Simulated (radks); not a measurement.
Task: These are the eigenvalues of the occupied orbitals of an atom or ion with whole-number occupations (Ry). Calculated with a radial shooting solver on a logarithmic mesh with Libxc functionals: Dirac Kohn-Sham, revPBE, spin-unpolarised, spherical densities, point nucleus.

orbital  eigenvalue
1s1/2     -5930.977
2s1/2     -1047.807
2p1/2     -1004.673
2p3/2     -869.7432
3s1/2     -249.3340
3p1/2     -229.9889
3p3/2     -200.2118
3d3/2     -168.1924
3d5/2     -161.7940
4s1/2     -56.21930
4p1/2     -47.97475
4p3/2     -40.83526
4d3/2     -27.37221
4d5/2     -26.04271
5s1/2     -10.60042
4f5/2      -8.78016
4f7/2      -8.49984
5p1/2      -7.91937
5p3/2      -6.68957
5d3/2      -3.06057
5d5/2      -2.92455

Which element is it, and in what charge state? The configuration may be excited. Open shells, if any, are shared by 2j + 1.

Result: Z = 79, gold, charge +3: Au3+ in [Xe] 4f14 5d8. The list shows which subshells hold electrons but not how many an open one holds; the 1s level, -2965.5 hartree, gives Z - s = 77.0 by -(Z - s)^2/2, which with screening and relativity narrows Z to a few neighbours, and the depths of the outer levels then fix element, charge and occupations together.
